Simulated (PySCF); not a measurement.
A structure optimised at PBE0-D3(BJ)/def2-SVP, used in a PySCF frequency run:

```
Si
H 1 1.4974
H 1 1.4975 2 107.34
C 1 1.8755 2 110.15 3 -119.94
C 4 1.3297 1 123.80 2 58.72
F 5 1.3326 4 122.02 1 0.01
H 4 1.0949 5 115.57 6 -179.99
H 5 1.0958 4 126.43 7 0.01
C 1 1.8848 2 109.95 3 119.56
H 9 1.1044 1 107.66 2 64.19
H 9 1.1044 10 105.79 1 -114.89
C 9 1.5258 10 110.55 11 -119.71
H 12 1.1014 9 111.81 10 58.40
H 12 1.1017 13 107.27 9 -122.60
H 12 1.1017 13 107.27 14 -114.80
```

Question: Write its SMILES and formula.

Answer: CC[SiH2]/C=C\F, C4H9FSi

Question: What are its rotational constants (standard atomic weights)?

Answer: 9.8205, 1.0975, 1.0112 GHz
